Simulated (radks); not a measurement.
The nuclear charge of the rhodium ion Rh+ is varied continuously with 44 electrons held in [Kr] 4d8. Calculated with a radial shooting solver on a logarithmic mesh with Libxc functionals: scalar-relativistic Kohn-Sham, PBE, spin-polarised, spherical densities, point nucleus; open shells are filled with parallel spins first (spin-orbit coupling, left out, can overturn this in heavy ions). By the Hellmann-Feynman theorem dE/dZ = E(electron-nucleus)/Z, the electronic potential at the nucleus. The scalar-relativistic energy here is not variational (the density holds large components alone), so the two differ by a part that grows with Z.

Z     E (hartree)  E(electron-nucleus)/Z (hartree)  HOMO  e(HOMO) (eV)  <r> HOMO (bohr)
44    -4530.78620                         -248.502    4d        -2.508            1.873
44.1  -4555.73901                         -249.288    4d        -3.356            1.828
44.2  -4580.77090                         -250.073    4d        -4.252            1.787
44.3  -4605.88179                         -250.857    4d        -5.192            1.751
44.4  -4631.07163                         -251.641    4d        -6.174            1.718
44.5  -4656.34035                         -252.424    4d        -7.196            1.687
44.6  -4681.68792                         -253.207    4d        -8.256            1.658
44.7  -4707.11429                         -253.990    4d        -9.353            1.631
44.8  -4732.61944                         -254.772    4d       -10.485            1.606
44.9  -4758.20332                         -255.554    4d       -11.652            1.582
45    -4783.86592                         -256.336    4d       -12.852            1.559
45.1  -4809.60722                         -257.117    4d       -14.085            1.538
45.2  -4835.42719                         -257.898    4d       -15.349            1.517
45.3  -4861.32584                         -258.679    4d       -16.644            1.497
45.4  -4887.30313                         -259.460    4d       -17.970            1.479
45.5  -4913.35907                         -260.241    4d       -19.325            1.461
45.6  -4939.49365                         -261.022    4d       -20.709            1.443
45.7  -4965.70687                         -261.802    4d       -22.121            1.426
45.8  -4991.99872                         -262.583    4d       -23.562            1.410
45.9  -5018.36920                         -263.364    4d       -25.029            1.395
46    -5044.81833                         -264.144    4d       -26.524            1.380

The central difference of E at Z = 45 is -257.019 hartree, to compare with the third column; the second derivative is -7.87 hartree.
